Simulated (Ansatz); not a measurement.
A search over several starts for the lowest SCF solution of the cluster Cu3H2⁺ at the given spin, in a small basis.

```yaml
crystal:
  periodic: [false, false, false]
  atoms:
    - {symbol: Cu, position_ang: [-0.007232, 0.004273, -0.001167]}
    - {symbol: Cu, position_ang: [0.676625, 1.854729, 2.692467]}
    - {symbol: Cu, position_ang: [-0.659895, -1.864624, -2.689773]}
    - {symbol: H, position_ang: [-0.326781, -0.894661, -1.302432]}
    - {symbol: H, position_ang: [0.317283, 0.900283, 1.300906]}
basis:
  gaussian: {orbitals: def2-SVP, initial_orbitals: start.molden}
total_charge: 1
magnetization: {spin_polarized: true, initial_magnetization: 4}
hamiltonian: {xc: pbe0, dispersion: d4}
output: {orbitals: {seedname: orbitals}}
```

The file start.molden holds the orbitals of an earlier run on this structure, at another level or in another basis.

```sh
$ ansatz run in.yaml --threads 4 --pin off --events-out ev --progress --plain --max-ram 3916MiB
```

Output, abridged:

```
Functional definition: PBE0
1148 factors; integrals over basis functions are off by at most 7.3e-4 eV
mean field evaluation 1: about -133902.8990 eV, gradient 1.4e1 eV
mean field evaluation 2: about -133903.4798 eV, gradient 6.4e-1 eV
mean field evaluation 4: about -133903.5615 eV, gradient 1.2e-2 eV
mean field evaluation 8: about -133903.5615 eV, gradient 6.7e-5 eV
mean field evaluation 16: about -133381.9374 eV, gradient 3.2e2 eV
mean field evaluation 32: about -133903.5615 eV, gradient 4.7e-3 eV
mean field -133903.56150122 eV, -4920.8651220761 hartree, gradient 2.1e-5 eV, S^2 6.009597; 7 other end points of the search recorded, 0 dependent functions left out
reference -133903.56156356 eV, -4920.8651243670 hartree; 46, 42 occupied and 57, 61 virtual orbitals, 1148 factors
Total energy: -133903.64251768 eV, -4920.8680993759 hartree
```

Run time 9 s (4 threads of Arm Neoverse V2 on a shared host).

At PBE0-D4/def2-TZVP a singlet of charge 1 lies 5.93 eV below the quintet, each at its own geometry. The structure comes from a short search, and lower isomers may exist.
